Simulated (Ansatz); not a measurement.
Calculation: B3LYP-D3(BJ)/def2-TZVP (Ansatz, an electronic-structure program). No frequencies were computed at this level.

Ansatz 0.2 input:
```yaml
crystal:
  periodic: [false, false, false]
  atoms:
    - { symbol: Cl, position_ang: [-1.785574, 1.270195, -0.062013] }
    - { symbol: Sn, position_ang: [-0.004332, -0.166466, 0.005578] }
    - { symbol: Cl, position_ang: [1.84932, 1.176967, -0.019558] }
    - { symbol: H, position_ang: [-0.044875, -1.093255, 1.44029] }
    - { symbol: H, position_ang: [-0.014539, -1.187441, -1.364296] }
basis:
  gaussian: { orbitals: def2-tzvp }
hamiltonian:
  xc: b3lyp
  dispersion: d3bj
relax:
  max_steps: 150
```

Output:

```
Functional definition: B3LYP
1046 factors; their error is unknown
mean field evaluation 1: about -30913.9497 eV, gradient 2.2e1 eV
mean field evaluation 2: about -30913.6342 eV, gradient 2.6e1 eV
mean field evaluation 4: about -30914.9837 eV, gradient 8.2e-1 eV
mean field evaluation 8: about -30915.1040 eV, gradient 1.6e-1 eV
mean field evaluation 16: about -30915.1040 eV, gradient 4.3e-6 eV
mean field -30915.10404856 eV, -1136.1091187743 hartree, gradient 4.3e-6 eV, S^2 0.000000; 0 other end points of the search recorded, 0 dependent functions left out
reference -30915.10430762 eV, -1136.1091282946 hartree; 29, 29 occupied and 107, 107 virtual orbitals, 1046 factors
relax step   1: F+E_penalty+E_count = -30915.34788646 eV  Δ(F+E_penalty+E_count) = +0.000e0 eV  max|allowed force component| = 1.145e0 eV/Å  Δτ_max = 0.0000 Å  (26 SCF iters, accepted)
these checks for a lower state are left out or cut short: starts, cluster_reference, orbital_swaps, neighbouring_geometries, increment
1046 factors; their error is unknown
mean field -30915.15173409 eV, -1136.1108711855 hartree, gradient 1.4e-5 eV, S^2 0.000000; 0 other end points of the search recorded, 0 dependent functions left out
reference -30915.15199545 eV, -1136.1108807900 hartree; 29, 29 occupied and 107, 107 virtual orbitals, 1046 factors
relax step   2: F+E_penalty+E_count = -30915.39247337 eV  Δ(F+E_penalty+E_count) = -4.459e-2 eV  max|allowed force component| = 2.501e-1 eV/Å  Δτ_max = 0.1419 Å  (29 SCF iters, accepted)
these checks for a lower state are left out or cut short: starts, cluster_reference, orbital_swaps, neighbouring_geometries, increment
1046 factors; their error is unknown
mean field -30915.16179841 eV, -1136.1112410424 hartree, gradient 1.6e-5 eV, S^2 0.000000; 0 other end points of the search recorded, 0 dependent functions left out
reference -30915.16205966 eV, -1136.1112506429 hartree; 29, 29 occupied and 107, 107 virtual orbitals, 1046 factors
relax step   3: F+E_penalty+E_count = -30915.40088137 eV  Δ(F+E_penalty+E_count) = -8.408e-3 eV  max|allowed force component| = 9.117e-2 eV/Å  Δτ_max = 0.0422 Å  (29 SCF iters, accepted)
these checks for a lower state are left out or cut short: starts, cluster_reference, orbital_swaps, neighbouring_geometries, increment
1046 factors; their error is unknown
mean field evaluation 32: about -30915.0433 eV, gradient 6.6e-3 eV
mean field -30915.16371604 eV, -1136.1113115141 hartree, gradient 1.5e-5 eV, S^2 0.000000; 0 other end points of the search recorded, 0 dependent functions left out
reference -30915.16397706 eV, -1136.1113211064 hartree; 29, 29 occupied and 107, 107 virtual orbitals, 1046 factors
relax step   4: F+E_penalty+E_count = -30915.40417767 eV  Δ(F+E_penalty+E_count) = -3.296e-3 eV  max|allowed force component| = 1.210e-2 eV/Å  Δτ_max = 0.0348 Å  (28 SCF iters, accepted)
these checks for a lower state are left out or cut short: starts, cluster_reference, orbital_swaps, neighbouring_geometries, increment
1046 factors; their error is unknown
mean field -30915.16359966 eV, -1136.1113072369 hartree, gradient 9.3e-6 eV, S^2 0.000000; 0 other end points of the search recorded, 0 dependent functions left out
reference -30915.16386064 eV, -1136.1113168278 hartree; 29, 29 occupied and 107, 107 virtual orbitals, 1046 factors
relax step   5: F+E_penalty+E_count = -30915.40421117 eV  Δ(F+E_penalty+E_count) = -3.350e-5 eV  max|allowed force component| = 6.648e-4 eV/Å  Δτ_max = 0.0033 Å  (24 SCF iters, accepted)
1046 factors; their error is unknown
mean field -30915.16359966 eV, -1136.1113072369 hartree, gradient 9.8e-6 eV, S^2 0.000000; 1 other end points of the search recorded, 0 dependent functions left out
reference -30915.16386064 eV, -1136.1113168278 hartree; 29, 29 occupied and 107, 107 virtual orbitals, 1046 factors
Total energy: -30915.40447215 eV, -1136.1201591377 hartree
Atom 0 at    -1.843068     1.232137    -0.061335 Å, force    -0.000411     0.000157    -0.000010 eV/Å
Atom 1 at    -0.005512    -0.211660     0.007052 Å, force    -0.000018    -0.000665     0.000022 eV/Å
Atom 2 at     1.904740     1.135992    -0.017563 Å, force     0.000421     0.000138    -0.000000 eV/Å
Atom 3 at    -0.043880    -1.029162     1.496500 Å, force     0.000007     0.000177    -0.000236 eV/Å
Atom 4 at    -0.012280    -1.127308    -1.424654 Å, force     0.000002     0.000193     0.000224 eV/Å
Dipole moment:    -0.014473    -0.555735     0.018515 e Å
```

Cost: very roughly 25 core-seconds.
